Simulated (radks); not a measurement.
Problem. The mean radii <r> (bohr) of the occupied orbitals of an atom or ion are listed with their occupations. Calculated with a radial shooting solver on a logarithmic mesh with Libxc functionals: Dirac Kohn-Sham, PBE, spin-unpolarised, spherical densities, finite nucleus; Fermi nuclear charge, rms radius of each element as measured or else 0.836 A^(1/3) + 0.57 fm.

orbital  occ.     <r>
1s1/2       2  0.2292
2p1/2       2   1.153
2p3/2       1   1.154

Name the element and its charge. Open shells, if any, fill j = l - 1/2 first.

Solution. Z = 7, nitrogen, charge +2: N2+ in [He] 2p3. The 1s radius gives Z: for a bare nucleus <r> = (2 gamma + 1)/(2Z) with gamma = sqrt(1 - (Z/c)^2), 0.2141 bohr for Z = 7, and screening makes it slightly larger (0.2292 here). The occupations add up to 5, and the charge is Z minus that.
